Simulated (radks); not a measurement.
Results of a calculation; reference values are marked as such.
Q: These are the eigenvalues of the occupied orbitals of an atom or ion with whole-number occupations (Ry). Code: a radial shooting solver on a logarithmic mesh with Libxc functionals. Model: scalar-relativistic Kohn-Sham, r2SCAN, spin-polarised, spherical densities, finite nucleus; meta-GGA in the generalised Kohn-Sham scheme; Fermi nuclear charge, rms radius of each element as measured or else 0.836 A^(1/3) + 0.57 fm.

| orbital | eigenvalue |
|---|---|
| 1s up | -3950.060 |
| 1s down | -3950.060 |
| 2s down | -660.2549 |
| 2s up | -660.2548 |
| 2p up | -585.7165 |
| 2p down | -585.7159 |
| 3s up | -148.4145 |
| 3s down | -148.2660 |
| 3p up | -125.4136 |
| 3p down | -125.2651 |
| 3d up | -95.80941 |
| 3d down | -95.69483 |
| 4s up | -30.61265 |
| 4s down | -30.27921 |
| 4p up | -23.00609 |
| 4p down | -22.67298 |
| 4d up | -12.60399 |
| 4d down | -12.27016 |
| 5s up | -4.79772 |
| 5s down | -4.64287 |
| 5p up | -2.99925 |
| 5p down | -2.89533 |
| 4f up | -1.35198 |
| 4f down | -1.05982 |

Which element is it, and in what charge state? The configuration may be excited. Open shells, if any, are filled with parallel spins first.

A: Z = 66, dysprosium, charge +2: Dy2+ in [Xe] 4f10. The list shows which subshells hold electrons but not how many an open one holds; the 1s level, -1975 hartree, gives Z - s = 62.8 by -(Z - s)^2/2, which with screening and relativity narrows Z to a few neighbours, and the depths of the outer levels then fix element, charge and occupations together.
